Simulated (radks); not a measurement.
Question: N V, 3 electrons, occupied as [He] 2s1. Method: Dirac Kohn-Sham, BLYP, spin-unpolarised, spherical densities, point nucleus; speed of light set to 13703.6 atomic units (100 times the physical value, a model run); computed with a radial shooting solver on a logarithmic mesh with Libxc functionals. Some entries of the table are withheld. Estimate them.

orbital  occ.  eigenvalue (hartree)  <1/r> (bohr^-1)
1s1/2       2             -17.65315              (1)
2s1/2       1                   (2)            1.390
2p1/2       0                   (3)              (4)
2p3/2       0                   (5)              (6)

Answer: 
(1) 1s1/2 <1/r> (bohr^-1): 6.662
(2) 2s1/2 eigenvalue (hartree): -3.21797
(3) 2p1/2 eigenvalue (hartree): -2.85598
(4) 2p1/2 <1/r> (bohr^-1): 1.322
(5) 2p3/2 eigenvalue (hartree): -2.85598
(6) 2p3/2 <1/r> (bohr^-1): 1.322
